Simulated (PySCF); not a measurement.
Ground-state electric properties of a mixed set of molecules.

All values: wB97X-D/def2-SVPD (PySCF) at GFN2-xTB geometries, gas phase, one conformer each. Core orbitals are frozen in the response; Δα² is half the sum of the squared differences of the principal polarisabilities.

(1) Rank by polarisability anisotropy Δα, highest first.
A. `C[Si@@H]1OC[C@H]1F`
B. `[F:1][SiH2:2][O:3][CH:4]1[CH2:5][CH2:6]1` with F1–Si2–O3–C4 65°, Si2–O3–C4–C5 156°
C. `[OH:1][Si@@H:2]1[CH2:3][CH2:4][C@H:5]1[F:6]` with H–O1–Si2–C3 173°, O1–Si2–C3–C4 -126°, Si2–C3–C4–C5 14°, C3–C4–C5–F6 -135°, O1–Si2–C5–C4 119°
D. `C=C1C=CO[SiH2]1`

(2) Rank by HOMO energy, lowest first.
A. `F[SiH2]OC1CC1`
B. `O[Si@@H]1CC[C@H]1F`
C. `C=C1C=CO[SiH2]1`
D. `FC[C@H]1C[SiH2]O1`

(3) Rank by HOMO–LUMO gap, lowest first.
A. `O[Si@@H]1CC[C@H]1F`
B. `C=C1C=CO[SiH2]1`
C. `[Si@@H]1(F)[C@H](C)CO1`
D. `C[Si@@H]1OC[C@H]1F`

Answers

(1) D (5.99 Å³), A (2.35 Å³), B (2.10 Å³), C (1.75 Å³).

(2) D (-10.02 eV), A (-9.71 eV), B (-9.40 eV), C (-8.00 eV).

(3) B (8.83 eV), A (11.05 eV), D (11.41 eV), C (11.92 eV).

All values together:

```
             SMILES   formula  μ (D)  HOMO (eV)  LUMO (eV)  α (Å³)  Δα (Å³)  electrons  α per electron (Å³)
C[C@@H]1CO[Si@@H]1F  C3H7FOSi   2.56     -10.01       1.91    8.84     1.81         56                0.158
      F[SiH2]OC1CC1  C3H7FOSi   1.89      -9.71       2.21    9.00     2.10         56                0.161
 C[Si@@H]1OC[C@H]1F  C3H7FOSi   2.07      -9.70       1.71    9.24     2.35         56                0.165
 O[Si@@H]1CC[C@H]1F  C3H7FOSi   1.58      -9.40       1.65    9.25     1.75         56                0.165
  FC[C@H]1C[SiH2]O1  C3H7FOSi   1.78     -10.02       1.32    9.22     2.33         56                0.165
    C=C1C=CO[SiH2]1   C4H6OSi   0.70      -8.00       0.83   11.18     5.99         52                0.215
```

Conformers: `[F:1][SiH2:2][O:3][CH:4]1[CH2:5][CH2:6]1` with F1–Si2–O3–C4 65°, Si2–O3–C4–C5 156°; `[OH:1][Si@@H:2]1[CH2:3][CH2:4][C@H:5]1[F:6]` with H–O1–Si2–C3 173°, O1–Si2–C3–C4 -126°, Si2–C3–C4–C5 14°, C3–C4–C5–F6 -135°, O1–Si2–C5–C4 119°; `[F:1][CH2:2][C@H:3]1[CH2:4][SiH2:5][O:6]1` with F1–C2–C3–C4 71°.
